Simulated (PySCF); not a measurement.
Br2Co, SMILES [Br][Co+][Br] (connectivity only; charge and spin as stated), charge +1, multiplicity 5. Atoms are numbered in the order given.

```xyz
3

Co     0.0000     0.0000     0.0000
Br     0.0000     0.0000    -2.2159
Br     0.0000     0.0000     2.2159
```
Charge +1, spin multiplicity 5.

The structure is a stationary point at B3LYP-D3(BJ)/def2-SVP. The spin state was assumed, not searched.

The numbers are results of B3LYP/def2-TZVPD (PySCF), not measurements.

Mulliken values depend strongly on the basis, most of all with diffuse functions as here. ESP charges are fitted to the potential on shells at 1.4 to 2.0 van der Waals radii. Atomic charges (e):

```csv
atom,ESP fit,meta-Löwdin,Mulliken,Mulliken spin
Co1,0.48,1.22,0.33,2.85
Br2,0.26,-0.11,0.34,0.58
Br3,0.26,-0.11,0.34,0.58
```
